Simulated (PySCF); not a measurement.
SiH$_{3}$Cl$_{3}$, singlet: at a first-order saddle point.

The script, run.py:

```python
import json, numpy as np
from pyscf import gto, scf, dft, mp, cc
EV, BOHR = 27.211386245988, 0.529177210903
mol = gto.M(atom="""
Si -0.425564 0.085943 -0.184697
Cl 1.291309 -1.308493 0.918367
Cl -0.549197 -1.255627 -1.702332
Cl -1.624590 -0.074283 1.443111
H -0.962690 1.302643 -0.832975
H 1.309381 0.233042 0.379536
H 0.961352 1.016775 -0.021010
""", basis="sto-3g", charge=0, spin=0, max_memory=8670, verbose=0)
def mean_field(mol, dm=None):
    mf = scf.RHF(mol).density_fit()
    mf.conv_tol = 1e-9
    mf.kernel(dm0=dm)
    if not mf.converged: mf = mf.newton().run(mf.mo_coeff, mf.mo_occ)
    assert mf.converged
    return mf
def d4(mol):
    return 0.0, np.zeros((7, 3))
def energy_and_gradient(mol, dm=None):
    mf = mean_field(mol, dm); e, g = d4(mol)
    return mf, (mf.e_tot + e) * EV, (mf.nuc_grad_method().kernel()[:7] + g) * EV / BOHR
out = {}
mf = mean_field(mol); e = d4(mol)[0]
out.update(energy=(mf.e_tot + e) * EV, converged=True, dispersion=e * EV)
out['s2'] = mf.spin_square()[0]; out['nelec'] = mol.nelec
print(f"Total energy {out['energy']:.6f} eV, <S^2> {out['s2']:.4f}")
json.dump(out, open("out.json", "w"), default=float)
```

Command:

```bash
OMP_NUM_THREADS=4 python run.py
```

It printed (PySCF 2.14):

```
Total energy -44926.497703 eV, <S^2> 0.0000
```

The run took about 1.8 s on 4 CPU threads of an Intel Xeon (shared host).
